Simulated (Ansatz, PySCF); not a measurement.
Reaction (SMILES): CCCCl [1-chloropropane] -> [CH2]CCl + [CH3] (CH3) (the C-C bond at the site shown breaks; other sites are not compared here)
Structures are relaxed separately at B3LYP-D3(BJ)/def2-TZVP in Ansatz (an electronic-structure program), one conformer each, not searched for the lowest.

Property: bond dissociation energy (enthalpy at 298 K, with B3LYP-D3(BJ) rigid-rotor harmonic-oscillator terms from PySCF), in eV. Valence correlation only, unless marked. UHF or UKS for open shells. No spin-orbit coupling. Non-relativistic. CBS(X,Y): correlation extrapolated as X^-3; Hartree-Fock from the larger set. The bracket is a focal-point correction in the basis named.

```
level                                                                 program  bond dissociation energy (eV)
-------------------------------------------------------------  --------------  -----------------------------
HF/6-31G*                                                              Ansatz                           2.68
HF/cc-pV(D+d)Z                                                         Ansatz                           2.60
revPBE-D3(BJ)/def2-TZVPD                                       Ansatz + dftd3                           3.63
r2SCANh-D4/def2-TZVPD                                          Ansatz + dftd4                           3.49
B2PLYP/def2-TZVPD                                                      Ansatz                           3.69
CCSD/cc-pV(D+d)Z                                                       Ansatz                           3.72
RI-MP2/CBS(cc-pV(T+d)Z,cc-pV(Q+d)Z)+[CCSD(T)-MP2]/cc-pV(T+d)Z          Ansatz                           3.92
```
